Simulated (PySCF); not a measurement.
Computed shifts of a molecule C₃H₁₂OSi₂, PBE0/pcSseg-1 (PySCF), GIAO, gas phase, atoms alike by connectivity averaged where their shifts nearly agree, in ppm (number of nuclei): ¹³C: 56.8 (1), -1.7 (1), -7.5 (1). ²⁹Si: -2.8 (1), -37.9 (1). ¹H: 5.13 (2), 4.44 (1), 4.30 (1), 3.91 (1), 3.58 (1), 0.64 (3), 0.59 (3). References: ¹³C against TMS (σ = 186.3 ppm); ²⁹Si against TMS (σ = 352.7 ppm); ¹⁷O against H2O (σ = 334.2 ppm); ¹H against TMS (σ = 31.56 ppm), references at their B3LYP-D3(BJ)/def2-TZVP geometries, non-relativistic. Coordinates come from a B3LYP-D3(BJ)/def2-SVP optimisation. Other conformers were not sampled.

Question: Identify the compound among the candidates.
A) CO[Si](C)(C)[SiH3]
B) CCC[SiH2]O[SiH3]
C) C[SiH2]CO[SiH2]C
D) CCO[SiH2][SiH2]C

Answer: C, C[SiH2]CO[SiH2]C
